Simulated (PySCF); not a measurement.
**TDDFT excited states: C2H11PSi2**

C2H11PSi2.
SMILES: `C[C@@H]([SiH3])[SiH2]P`

The calculation used PySCF, TDDFT wB97X-D/def2-SVPD, vertical, gas phase, core orbitals frozen in the response. Isolated species at its GFN2-xTB geometry (one conformer only). Torsions of this conformer, `[CH3:1][C@@H:2]([SiH3:3])[SiH2:4][PH2:5]`: C1–C2–Si4–P5 -54°, H–P5–Si4–C2 -179°, H–P5–Si4–C2 88°.

Question: Predict the UV-vis stick spectrum at this level.

Answer: 

| state | λ (nm) | E (eV) | f | \|μ\| (D) | main configurations (H = HOMO, L = LUMO) |
| --- | --- | --- | --- | --- | --- |
| S1 | 191.7 | 6.47 | 0.013 | 0.72 | H→L+1 (72%), H→L+2 (12%) |
| S2 | 178.9 | 6.93 | 0.020 | 0.88 | H→L (48%), H→L+2 (20%), H→L+1 (11%) |
| S3 | 174.3 | 7.11 | 0.253 | 3.06 | H→L+2 (43%), H→L (32%) |
| S4 | 165.1 | 7.51 | 0.035 | 1.10 | H→L+3 (47%), H→L+4 (22%), H→L+7 (12%) |
| S5 | 162.5 | 7.63 | 0.021 | 0.85 | H-1→L (75%) |
| S6 | 159.6 | 7.77 | 0.045 | 1.24 | H-1→L+1 (66%), H-1→L+2 (10%) |
| S7 | 157.1 | 7.89 | 0.011 | 0.61 | H→L+5 (30%), H→L+6 (29%), H-1→L+1 (8%) |
| S8 | 154.3 | 8.04 | 0.037 | 1.10 | H-1→L+2 (56%), H-1→L+3 (12%) |

Triplets, Tamm–Dancoff:

```tsv
state	E (eV)	λ (nm)	main configurations (H = HOMO, L = LUMO)
T1	5.81	213.4	H→L+1 (51%), H→L+2 (22%)
T2	5.93	209.0	H→L (51%), H→L+9 (16%), H→L+2 (14%)
T3	6.73	184.4	H→L+2 (37%), H→L+1 (30%), H→L (11%)
```

The lowest singlet comes at 192 nm (624 kJ/mol) in the vacuum ultraviolet; it is weak; its leading configuration is HOMO→LUMO+1 (72%). The most intense listed level is S3 at 7.11 eV (174 nm, f = 0.253), 0.65 eV above S1. Löwdin shares by element: HOMO phosphorus 63%, silicon 14% or more, hydrogen 13% or more; LUMO silicon 36%, phosphorus 13%, hydrogen 7% or more (atoms not listed hold the other 44%). Weighted by f, the mean energy of these states is 7.31 eV. Of the 8 states listed, 8 reach f = 0.01 and none stays under 0.0005. The listed states span 1.57 eV, and the widest gap between neighbours is 0.46 eV (S1 to S2). Singlets were solved by full linear response, triplets in the Tamm–Dancoff approximation.

On one thread, Arm Neoverse V1, no GPU, on a shared host, this took 36 s of wall time.
